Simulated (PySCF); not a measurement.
C3H7NSi2, SMILES C=C1N=C[SiH2][SiH2]1. Atoms are numbered in the order given.

```xyz
13

C      0.8883    -1.7528    -1.6855
C      0.3444    -0.9132    -0.7801
N     -0.7820    -1.3632    -0.0611
C     -1.3340    -0.5998     0.8169
Si    -0.6650     1.1664     1.1916
Si     1.0000     0.8556    -0.4019
H      1.7627    -1.4710    -2.2789
H      0.4511    -2.7461    -1.8389
H     -2.2110    -1.0217     1.3383
H     -1.7034     2.2046     0.9118
H     -0.2387     1.2867     2.6194
H      0.9298     1.7444    -1.6001
H      2.4018     0.8330     0.1125
```

The structure is a stationary point at r2SCAN-D4/def2-SVP. This is a generated structure with no PubChem entry under its InChIKey; it may be hypothetical.

Calculation: PBE/pcSseg-1 in PySCF.

GIAO shieldings, no solvent; atoms listed in one row are averaged. δ = σ(ref) − σ: ¹³C against TMS (σ = 182.0 ppm); ¹⁵N against NH3 (σ = 267.0 ppm); ²⁹Si against TMS (σ = 335.4 ppm); ¹H against TMS (σ = 31.49 ppm), references at their B3LYP-D3(BJ)/def2-TZVP geometries, non-relativistic.

### Question
Estimate the chemical shifts. (Estimate from the structure and the level; the computed values follow.)

### Answer

```tsv
nucleus	atoms	count	δ (ppm)
¹³C	C4	1	183.9
¹³C	C2	1	168.8
¹³C	C1	1	144.1
¹⁵N	N3	1	486.0
²⁹Si	Si5	1	-72.7
²⁹Si	Si6	1	-94.4
¹H	H9	1	9.39
¹H	H8	1	7.40
¹H	H7	1	6.72
¹H	H10, H11	2	4.63
¹H	H12, H13	2	4.27
```
